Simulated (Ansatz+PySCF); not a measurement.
doublet H₂(+): levels of theory in one basis

```xyz
2

H     0.0000    0.0000   -0.5947
H     0.0000    0.0000    0.5947
```

Basis set: def2-SVP (spherical functions). Charge 1, multiplicity 2.

Computed with Ansatz (development build ahead of 0.2.0); each method stands on the lowest determinant of its kind that the runs found. NEVPT2 correlates all electrons. Active spaces start from the frontier orbitals, and the lowest solution found is given.

| method | E − E(ROHF) (eV) | <S²> of the determinant |
| --- | --- | --- |
| ROHF | 0.00 | 0.75 |
| CASSCF(1,2) | 0.00 | – |
| SC-NEVPT2(1,2) | 0.00 | – |

**Question.** Is a single determinant a sound starting point here?

**Answer.** By this sign, yes. Unrestricted orbitals gain 0.00 eV and <S²> is 0.75 against 0.75 for a pure state. The CASSCF(1,2) natural occupations are 1.00, 0.00.
